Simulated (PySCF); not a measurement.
C₂H₄ClGaO, SMILES [OH][Ga]([Cl])[CH]=C. Atoms are numbered in the order given.

```xyz
9

Ga     0.1326     0.0079     0.0000
Cl    -0.6142     2.0441     0.0000
C     -0.9974    -1.5649     0.0000
C     -0.4645    -2.7953     0.0000
H     -2.0870    -1.4486     0.0000
H     -1.0899    -3.6968     0.0000
H      0.6183    -2.9617     0.0000
O      1.9083    -0.1736     0.0000
H      2.3938     0.6615     0.0000
```

Geometry: B3LYP-D3(BJ)/def2-SVP. The structure was generated by enumeration; whether it is a known compound was not checked. One conformer was computed; it need not be the lowest.

The numbers are results of PySCF with IEF-PCM-M06-2X/def2-SVP, not measurements.

The values are the electrostatic part of the solvation free energy, E(continuum) − E(gas) at the gas-phase geometry, in a cavity of scaled van der Waals radii (PySCF's table); cavitation and dispersion terms are not included. A continuum can't describe solvent molecules that bind to the metal. In vacuum the orbital gap is 8.99 eV. The dipole moment in vacuum is 1.32 D.

Problem. Estimate the values in water (ε = 78.36), methanol (ε = 32.61), tetrahydrofuran (ε = 7.43). (An estimate is asked for; the answer gives what the named calculation found.)

Solution. 
```json
[
 {"solvent": "water", "ε": "78.36", "ΔG(elec) (kcal/mol)": "-7.0", "dipole (D)": "1.53", "gap (eV)": "9.05"},
 {"solvent": "methanol", "ε": "32.61", "ΔG(elec) (kcal/mol)": "-6.8", "dipole (D)": "1.53", "gap (eV)": "9.05"},
 {"solvent": "tetrahydrofuran", "ε": "7.43", "ΔG(elec) (kcal/mol)": "-5.7", "dipole (D)": "1.52", "gap (eV)": "9.03"}
]
```
